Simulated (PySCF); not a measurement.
**19F chemical shifts**

PySCF calculation with GIAO PBE0/pcSseg-1 shieldings and coordinates at the GFN2-xTB level; gas phase, one computed conformer, equivalent nuclei averaged, no relativistic terms.

Shieldings were converted by a linear fit to measured shifts: 19F (scatter 6.0 ppm rms, 7.0 ppm with the 5 outliers that the fit left out vs CFCl3, solution or neat liquid, with a term for F on sp3 carbon). Occasional misses reach two or three times the rms, and more in compound classes unlike the fitted ones.

Q: Give the 19F shifts of `C[C@@H](CF)C[C@H](F)CF`, `CC(C)[C@@H](CF)C(F)F`, `CC(CF)(CF)CCF`.

A: 
```
                                                      compound                           environment  δ (ppm)
[CH3:1][C@@H:2]([CH2:3][F:4])[CH2:5][C@H:6]([F:7])[CH2:8][F:9]         F7: fluorine on an sp3 carbon   -195.2
[CH3:1][C@@H:2]([CH2:3][F:4])[CH2:5][C@H:6]([F:7])[CH2:8][F:9]         F9: fluorine on an sp3 carbon   -234.4
[CH3:1][C@@H:2]([CH2:3][F:4])[CH2:5][C@H:6]([F:7])[CH2:8][F:9]         F4: fluorine on an sp3 carbon   -239.9
[CH3:1][CH:2]([CH3:3])[C@@H:4]([CH2:5][F:6])[CH:7]([F:8])[F:9]           F9: fluorine of a CF2 group   -126.9
[CH3:1][CH:2]([CH3:3])[C@@H:4]([CH2:5][F:6])[CH:7]([F:8])[F:9]           F8: fluorine of a CF2 group   -133.9
[CH3:1][CH:2]([CH3:3])[C@@H:4]([CH2:5][F:6])[CH:7]([F:8])[F:9]         F6: fluorine on an sp3 carbon   -230.3
   [CH3:1][C:2]([CH2:3][F:4])([CH2:5][F:6])[CH2:7][CH2:8][F:9]         F9: fluorine on an sp3 carbon   -212.8
   [CH3:1][C:2]([CH2:3][F:4])([CH2:5][F:6])[CH2:7][CH2:8][F:9]  F4/6: fluorine on an sp3 carbon (×2)   -232.9
```

Q: Order these by 19F shift, lowest first.
A. FC=C1C=C[SiH2]C=C1
B. C#CC1=CC[SiH2][C@@H]1F
C. Fc1ccccc1[SiH3]

A: B (-199.4 ppm, fluorine on an sp3 carbon), A (-112.7 ppm, vinylic fluorine), C (-101.1 ppm, aryl fluorine).
